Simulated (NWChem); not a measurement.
The numbers come from NWChem runs, not from measurements. System: H3Si2, charge 0, spin multiplicity 2, at a geometry optimised with UPBE0/def2-SVP. The structure started from a generated list of species. Its SCF solution wasn't tested for a lower state. Level: ROCCSD(T)/def2-TZVP, 10 core orbitals frozen.

Input file:

```
start mol
memory heap 100 mb stack 700 mb global 1900 mb
geometry units angstroms nocenter noautoz noautosym
  Si    -0.540541    -1.109861     0.030419
  Si     0.381591     0.975841    -0.032994
  H      0.849532    -1.705489    -0.215605
  H      1.804340     1.346504     0.263560
  H     -0.428558     2.235258    -0.011903
end
basis spherical
  * library def2-tzvp
end
scf
  rohf
  nopen 1
  maxiter 100
  thresh 1e-7
  semidirect memsize 60000000 filesize 0
  # guess.movecs holds the orbitals of an unrestricted PBE0 run
  vectors input guess.movecs output mol.movecs
end
tce
  freeze core 10
  ccsd(t)
  2eorb
  2emet 13
  thresh 1e-6
  maxiter 100
  tilesize 24
end
task tce energy
```

Output (cleaned and shortened):

```
             Northwest Computational Chemistry Package (NWChem) 7.3.0
             --------------------------------------------------------

                                NWChem Input Module
                                -------------------

 Scaling coordinates for geometry "geometry" by  1.889725989
 (inverse scale =  0.529177249)

                             Geometry "geometry" -> ""
                             -------------------------

 Output coordinates in angstroms (scale by  1.889725989 to convert to a.u.)

  No.       Tag          Charge          X              Y              Z
 ---- ---------------- ---------- -------------- -------------- --------------
    1 Si                  14.0000    -0.54054100    -1.10986100     0.03041900
    2 Si                  14.0000     0.38159100     0.97584100    -0.03299400
    3 H                    1.0000     0.84953200    -1.70548900    -0.21560500
    4 H                    1.0000     1.80434000     1.34650400     0.26356000
    5 H                    1.0000    -0.42855800     2.23525800    -0.01190300

 Effective nuclear repulsion energy (a.u.)      67.8009874775

            Nuclear Dipole moment (a.u.)
            ----------------------------
        X                 Y               Z
 ---------------- ---------------- ----------------
     0.0000264562    -0.0000132281     0.0000037795


 Summary of "ao basis" -> "" (spherical)
 ------------------------------------------------------------------------------
       Tag                 Description            Shells   Functions and Types
 ---------------- ------------------------------  ------  ---------------------
 *                         def2-tzvp                  on all atoms

 Summary of "ao basis" -> "ao basis" (spherical)
 ------------------------------------------------------------------------------
       Tag                 Description            Shells   Functions and Types
 ---------------- ------------------------------  ------  ---------------------
 Si                        def2-tzvp                13       37   5s5p2d1f
 H                         def2-tzvp                 4        6   3s1p
[...]
        EOM-threshold :  0.10D-05
 no EOMCCSD initial starts read in
 TCE RESTART OPTIONS
 SLICE:      F
 D4D5:       F
 quantumc:   F
 qrotation:  F
 pwtce:      F
 qducc:      F
 nacto:                         0
 nrotv:                         0
 nrot:                          0

            Memory Information
            ------------------
          Available GA space size is     249019872 doubles
          Available MA space size is     104852220 doubles

 Maximum block size supplied by input
 Maximum block size        24 doubles

 tile_dim =     19

 -------------------------------------------------

 Global array virtual files algorithm will be used

 Parallel file system coherency ......... OK

 4-electron integrals stored in orbital form

 v2    file size   =          9063407
 4-index algorithm nr.  13 is used
 imaxsize =       30
 imaxsize ichop =        0


CCSD iterations
 ---------------------------------------------------------
 Iter          Residuum       Correlation     Cpu    Wall
 ---------------------------------------------------------
    1   0.1294939027889  -0.2099458332154     1.5     1.5
    2   0.0399033873709  -0.2378022616116     1.9     1.9
    3   0.0161739640918  -0.2446808641211     1.8     1.8
    4   0.0075291727871  -0.2469210846380     1.3     1.3
    5   0.0049604284876  -0.2477575412335     1.4     1.4
    6   0.0029998838302  -0.2483768431066     1.3     1.3
    7   0.0027525382485  -0.2484786975521     1.3     1.3
    8   0.0019586822603  -0.2485188650571     1.3     1.3
    9   0.0019872700417  -0.2485429262718     1.5     1.5
   10   0.0015078249348  -0.2485765323336     1.8     1.8
   11   0.0004955460060  -0.2487366868621     1.4     1.4
   12   0.0003458012756  -0.2487464305645     1.4     1.4
   13   0.0002074375278  -0.2487473261196     1.4     1.4
   14   0.0002045376278  -0.2487451543561     1.4     1.4
   15   0.0001177657366  -0.2487458161862     1.3     1.3
   16   0.0000620046395  -0.2487429239995     1.4     1.4
   17   0.0000785958555  -0.2487444205627     1.3     1.3
   18   0.0000407369966  -0.2487465434093     1.5     1.5
   19   0.0000539187395  -0.2487468877746     1.5     1.5
   20   0.0000308990219  -0.2487479901878     1.5     1.5
   21   0.0000132129813  -0.2487511697460     1.7     1.7
   22   0.0000079984894  -0.2487514303713     1.3     1.3
   23   0.0000055177037  -0.2487514247605     1.3     1.3
   24   0.0000046815200  -0.2487513886171     1.4     1.4
   25   0.0000033346493  -0.2487513962034     1.3     1.3
   26   0.0000018109692  -0.2487513567268     1.4     1.4
   27   0.0000020682863  -0.2487514132982     1.4     1.4
   28   0.0000011168220  -0.2487514820344     1.4     1.4
   29   0.0000014075588  -0.2487514950033     1.6     1.6
   30   0.0000008342202  -0.2487515284913     1.6     1.6
 -----------------------------------------------------------------
 Iterations converged
 CCSD correlation energy / hartree =        -0.248751528491298
 CCSD total energy / hartree       =      -579.777127423295610

 Singles contributions
    16a   (beta ) ---    15a   (beta )        0.1101394950

 Doubles contributions
 CCSD(T)
 Using plain CCSD(T) code
             total no. of tasks          385
 total no. of tasks / no. procs          385
                         wl_min          125           2.2
                         wl_max       857375           9.7
        thresh for no. of tasks          385

 CCSD[T]  correction energy / hartree =        -0.011126830259745
 CCSD[T] correlation energy / hartree =        -0.259878358751043
 CCSD[T] total energy / hartree       =      -579.788254253555351
 CCSD(T)  correction energy / hartree =        -0.010826448803996
 CCSD(T) correlation energy / hartree =        -0.259577977295293
 CCSD(T) total energy / hartree       =      -579.787953872099592

 Task  times  cpu:      100.8s     wall:      100.8s

 Total times  cpu:      100.8s     wall:      100.8s
```
